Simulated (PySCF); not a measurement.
CH7FN2Si, SMILES CN[Si@H](N)F.

Geometry: r2SCAN-D4/def2-SVP. The structure was generated by enumeration; whether it is a known compound was not checked. One conformer was computed; it need not be the lowest.

Two levels are set side by side: TDA-PBE/def2-SVPD (PySCF) and TDA-M06-2X/def2-SVPD (PySCF). Vertical, same geometry. The lowest singlet is HOMO→LUMO 99 % with PBE and HOMO→LUMO 47 %, HOMO→LUMO+1 37 %, HOMO→LUMO+3 10 % with the other functional; states are paired by order. Differences are taken from unrounded values.

| quantity | TDA-PBE |
|---|---|
| lowest singlet excitation (eV) | 5.71 |
| lowest triplet excitation (TDA) (eV) | 5.60 |
| first bright state (f over 0.05) (eV) | 6.93 |
| its oscillator strength | 0.05 |

Task: These are the TDA-PBE values. What does TDA-M06-2X give? (Estimate from the structure and the level; the computed values follow.)

Result: 
```csv
quantity,TDA-M06-2X,TDA-PBE minus TDA-M06-2X
lowest singlet excitation (eV),6.71,-1.00
lowest triplet excitation (TDA) (eV),6.56,-0.95
first bright state (f over 0.05) (eV),8.05,-1.13
its oscillator strength,0.07,-0.02
```

A lower first singlet is the usual sign of a functional without exact exchange. Differences between two approximate levels are no errors against the true value.

Rough cost on one machine, each run with all the roots and properties that it gave: TDA-M06-2X against TDA-PBE about 10 times.
